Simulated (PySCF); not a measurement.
C2H5ClO2Si, SMILES C=C(Cl)[SiH](O)O. Atoms are numbered in the order given.

```xyz
11

C     -2.0436     0.0348     0.2375
C     -0.8128     0.2573    -0.2245
Cl    -0.4735     1.5947    -1.3036
Si     0.7035    -0.7592     0.1755
O      1.8278     0.0892     1.0519
O      0.1649    -1.9904     1.1377
H     -2.8974     0.6649    -0.0280
H     -2.2023    -0.8132     0.9094
H      1.3157    -1.2290    -1.0997
H      2.3758     0.7221     0.5797
H      0.8052    -2.3683     1.7475
```

Coordinates come from a PBE0-D3(BJ)/def2-SVP optimisation. This is a generated structure with no PubChem entry under its InChIKey; it may be hypothetical. One conformer was computed; it need not be the lowest.

Computed with PySCF with HF/pcSseg-1.

GIAO shieldings, no solvent; atoms listed in one row are averaged. δ = σ(ref) − σ: ¹³C against TMS (σ = 192.6 ppm); ³⁵Cl against HCl (σ = 958.2 ppm); ²⁹Si against TMS (σ = 393.8 ppm); ¹⁷O against H2O (σ = 333.0 ppm); ¹H against TMS (σ = 31.99 ppm), references at their B3LYP-D3(BJ)/def2-TZVP geometries, non-relativistic (without spin–orbit terms, shifts of atoms bonded to Cl or Br come out too high).

| nucleus | atoms | count | δ (ppm) |
|---|---|---|---|
| ¹³C | C2 | 1 | 148.7 |
| ¹³C | C1 | 1 | 143.3 |
| ³⁵Cl | Cl3 | 1 | 126.3 |
| ²⁹Si | Si4 | 1 | -40.0 |
| ¹⁷O | O5 | 1 | 29.4 |
| ¹⁷O | O6 | 1 | 21.6 |
| ¹H | H8 | 1 | 6.97 |
| ¹H | H7 | 1 | 6.73 |
| ¹H | H9 | 1 | 4.59 |
| ¹H | H10, H11 | 2 | 2.39 |
